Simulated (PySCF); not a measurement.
Vibration and rotation of KRb⁻

ROHF-MP2 constants of KRb⁻, ²Σ⁺ (doublet), unpaired electrons σ ↑ (basis K def2-SVPD, Rb def2-SVPD with ECP28; scalar-relativistic core potentials; PySCF 2.14; masses 38.9637 and 84.9118 u):

| Property | Result |
| --- | --- |
| ωe | 48.0 cm⁻¹ |
| ωexe | 0.15 cm⁻¹ |
| Be | 0.02979 cm⁻¹ |
| αe | 0.000159 cm⁻¹ |
| D (centrifugal) | 4.59e-08 cm⁻¹ |

Q: Give the vibrational terms G(v) and spacings up to v = 3.

A: G(v) = ωe(v+½) − ωexe(v+½)².

```json
{"v": "0", "G(v) (cm⁻¹)": "24.0", "G(v) − G(v−1)": "", "Bv (cm⁻¹)": "0.02971"}
{"v": "1", "G(v) (cm⁻¹)": "71.7", "G(v) − G(v−1)": "47.7", "Bv (cm⁻¹)": "0.02955"}
{"v": "2", "G(v) (cm⁻¹)": "119.1", "G(v) − G(v−1)": "47.4", "Bv (cm⁻¹)": "0.02939"}
{"v": "3", "G(v) (cm⁻¹)": "166.2", "G(v) − G(v−1)": "47.1", "Bv (cm⁻¹)": "0.02923"}
```

Correlated steps freeze 5 core orbitals. Spin–orbit coupling is left out. The state is the lowest determinant that a PBE0 search found; another state may lie lower at other levels.
